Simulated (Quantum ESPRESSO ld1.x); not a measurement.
Values are calculated unless marked as measured or tabulated.
Problem. These are the eigenvalues of the occupied orbitals of an atom or ion with whole-number occupations (Ry). Code: ld1.x of Quantum ESPRESSO 7.5. Model: scalar-relativistic Kohn-Sham, LDA (Slater exchange, Perdew-Zunger correlation), spin-polarised, spherical densities, point nucleus.

1s: -5561.55
2s: -1372.06

Which element is it, and in what charge state? The configuration may be excited. Open shells, if any, are filled with parallel spins first.

Solution. Z = 73, tantalum, charge +69: Ta69+ in [He] 2s2. The 1s level, -2780.8 hartree, gives Z - s = 74.6 by -(Z - s)^2/2, which with screening and relativity narrows Z to a few neighbours, and with so few levels the electron count can be read from the list.
